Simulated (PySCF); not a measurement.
SMILES CC(=O)[SiH2]C[SiH3] (C3H10OSi2) at its GFN2-xTB optimised geometry (Å):

```
16

C      2.1812    -0.7098     0.0000
C      0.6752    -0.7098     0.0000
O      0.0366    -1.7385     0.0025
Si    -0.2022     1.0056     0.0000
C     -2.0682     0.7142    -0.0061
Si    -2.7571    -0.1527    -1.5595
H      2.5776    -1.7230     0.0086
H      2.5323    -0.1825    -0.8843
H      2.5353    -0.1657     0.8729
H      0.2705     1.7385    -1.1807
H      0.2584     1.7165     1.2025
H     -2.3297     0.1102     0.8634
H     -2.5776     1.6700     0.1207
H     -4.2151    -0.2514    -1.4221
H     -2.1819    -1.4808    -1.7279
H     -2.4547     0.6808    -2.7296
```

Calculation: PySCF with PBE0/def2-TZVP. Cells within 0.4 Å of a nucleus heavier than hydrogen are left out (blank, or x).

Map of the electron localisation function on the plane z = 0.0 Å:

```
|0000000000000000000000000000000|
|0000000000000000000000000000000|
|0000000000000000000000000000000|
|0000000000000000000000000000000|
|0000000000000000000000000000000|
|0000000000000000000000000000000|
|0000014530000000000000000000000|
|0000279983000011110000000000000|
|0000699997200123221000000000000|
|0001699998422123431000000000000|
|0000599998665000232000000000000|
|00002799977860xx011000000000000|
|00000367xx6963xx111000000000000|
|00000255xx2980xx043001221000000|
|000002564x587201885113443100000|
|1210014676554369996445665200000|
|23200124543101488x5871265210000|
|2320001221000024xxx98xx34200000|
|11100000000014565x398xx66310000|
|0000000000016887874467999730000|
|00000000000389xxx73039999971000|
|000000000003788xx84019999982000|
|0000000000026788985007999971000|
|0000000000003578874002899830000|
|0000000000000245653000476200000|
|0000000000000012221000000000000|
|0000000000000000000000000000000|
|0000000000000000000000000000000|
|0000000000000000000000000000000|
|0000000000000000000000000000000|
|0000000000000000000000000000000|
```
Scale: ten equal steps from 0.000 (start of '0') to 1.000 (end of '9'), in the order '0123456789'; x runs from -5.00 to 5.00, y from -5.00 (bottom) to 5.00 (top).
